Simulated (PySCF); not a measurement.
Cost of one run: excited-state job, `CC(C)[O][GeH2][PH2]`.

Method: TDDFT CAM-B3LYP/def2-SVPD, vertical, gas phase, core orbitals frozen in the response (PySCF 2.14.0, density-fitted response routines). Geometry: GFN2-xTB. Work: 8 singlets by full TDDFT, 3 Tamm–Dancoff triplets, polarisability, density fitting. The input is one job of a driver script: a line of settings, then coordinates in Å.

Input:
```
{"job": {"kind": "uv", "xc": "CAM-B3LYP", "basis": "def2-SVPD", "nstates": 8, "ntriplets": 3}, "charge": 0, "multiplicity": 1}
C     -0.961077     1.317480     0.227815
C     -0.878879    -0.138211    -0.219924
C     -2.244242    -0.814154    -0.141119
O      0.004652    -0.869832     0.609407
Ge     1.753610    -0.948242     0.549374
P      2.717047     1.146316     0.760119
H     -1.645921     1.871074    -0.409566
H     -1.309597     1.364236     1.256487
H      0.024117     1.782167     0.176782
H     -0.526467    -0.172265    -1.262097
H     -2.954278    -0.304977    -0.787286
H     -2.606113    -0.787320     0.883485
H     -2.160655    -1.853003    -0.449722
H      1.954253    -1.869067     1.723317
H      2.137398    -1.713404    -0.722910
H      4.004193     0.633998     0.696509
H      2.684960     1.367234    -0.614062
```

Hardware: one thread of an Arm Neoverse V2, on a shared host.

Question: How large is the basis?

Answer: 233 functions for 84 electrons, with 957 fitting functions; the fitted three-index integrals, 957 × 233 × 234/2 numbers of 8 bytes, come to 200 MiB.

Question: Which is nearest to the wall time?
A. 6.7 s
B. 7.1 min
C. 53 s

Answer: C. The run took 53 s. The SCF took 11 cycles.

The host was shared with other jobs, so the times are rough.

The run converged: HOMO -8.68 eV, LUMO 0.78 eV; lowest singlet 6.40 eV; lowest triplet 5.45 eV (Tamm–Dancoff); mean polarisability 99.0 au.
